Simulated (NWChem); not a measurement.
**Correlation energy of NS**

SMILES: [N]=S
```xyz
2

N      0.0000     0.0000     1.0445
S      0.0000     0.0000    -0.4570
```
Charge 0, spin multiplicity 2.

Program: NWChem. Structure: optimised with UPBE0/def2-SVP, a minimum by its harmonic frequencies.

Basis set: def2-SVP. Each correlation energy counts from its own Hartree-Fock reference.

The correlated methods keep 6 core orbitals frozen. The structure started from a generated list of species. The unpaired electrons of the parent sit in orbitals of symmetry b1 (C2v labels of the run); other states weren't searched. The stability of the SCF solutions was not checked. Open-shell Hartree-Fock references start from PBE0 orbitals. Coupled-cluster values serve here as a point of comparison, not as the truth.

Problem. Order these methods by the correlation energy they give, lowest first: CCSD[T] on ROHF, CCSD on ROHF, CCSDT on ROHF.

Solution. CCSD[T] on ROHF (-314.5 mHa), CCSDT on ROHF (-313.0 mHa), CCSD on ROHF (-298.5 mHa)
